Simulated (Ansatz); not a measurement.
Harmonic frequencies (cm⁻¹) at PBE0-D4/def2-TZVP from Ansatz: 98, 118, 189, 301, 390, 473, 534, 608, 648, 691, 859, 914, 932, 944, 1570, 1948, 2200, 2216, 2220, 3534, 3634.

Each molecule was computed in one conformer, which needn't be the lowest.

Problem. Which molecule is it?
A. `[NH2][SbH][SiH3]`
B. `N[SiH2][SbH2]`
C. `ClC1=CCB1`
D. `[SiH3][NH][SbH2]`

Solution. A.
